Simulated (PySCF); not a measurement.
# Does the structure fit the spectrum?

A compound C₅H₆N₂O gives the data below (simulated from a calculation) and was assigned the structure `C=CCc1ncno1`.

¹³C{¹H} NMR (computed): δ 184.2 (CH), 143.7 (C), 141.1 (CH), 121.9 (CH), 42.4 (CH3).

¹H NMR (400 MHz, computed): δ 10.19 (s, 1H), 7.57 (m, 1H), 6.91 (m, 1H), 4.31 (s, 3H).

All values are calculated (PySCF 2.14): structure optimised with GFN2-xTB, shielding tensors at PBE0/pcSseg-1 (GIAO). One averaged value for each set of equivalent atoms, one conformer, no solvent model, non-relativistic.

Referencing at the same level of theory: ¹H and ¹³C vs TMS.

Q: Compare with the shifts computed for the proposed structure, pairing carbons in order of shift.

A: Atoms are numbered as in `[CH2:1]=[CH:2][CH2:3][c:4]1[n:5][cH:6][n:7][o:8]1` (H(Xn): hydrogen on atom n).

| atom | computed for proposal | given list | difference |
| --- | --- | --- | --- |
| C4 | 185.0 | 184.2 | +0.8 |
| C6 | 163.2 | 143.7 | +19.5 |
| C2 | 141.5 | 141.1 | +0.4 |
| C1 | 126.4 | 121.9 | +4.5 |
| C3 | 37.5 | 42.4 | -4.9 |

The rms difference is 9.2 ppm and the largest +19.5 ppm at C6 (aromatic CH between two ring heteroatoms). The carbon types in order of shift don't match either: C, CH, CH, CH2, CH2 for the proposal against CH, C, CH, CH, CH3 in the data. The proposal doesn't fit.

Q: Which isomer fits?

A: `InChI=1S/C5H6N2O/c1-7-5(4-8)2-3-6-7/h2-4H,1H3`.

1. Carbon types of the structure: 1 × C, 3 × CH, 1 × CH3, which accounts for all hydrogens.
2. δC 184.2: aldehyde carbonyl carbon; low-lying n→π* states of the double bond to the heteroatom give a large paramagnetic term (-240 ppm).
3. δC 141.1: aromatic CH next to a ring nitrogen; the adjacent pyridine-type nitrogen withdraws density from it.
4. δC 121.9: aromatic CH.
5. δH 10.19: hydrogen on an aldehyde carbonyl carbon; the C=O anisotropy and electron withdrawal place aldehyde protons far downfield.

The shifts were computed for this structure.

Shifts are as computed. Against solution values, carbons near 30 ppm lie about +3 ppm off and those near 130 ppm about +5 ppm. Of 1309 compounds with measured shifts, 239 miss one by over three times the rms of a fit or turn the order of signals round; such compounds aren't used in these exercises. No couplings were computed; multiplicities are counted from neighbouring protons, with m where these are inequivalent, close in shift, in a saturated or five-membered ring or joined by F or P, and br s for small geminal =CH2 splittings.
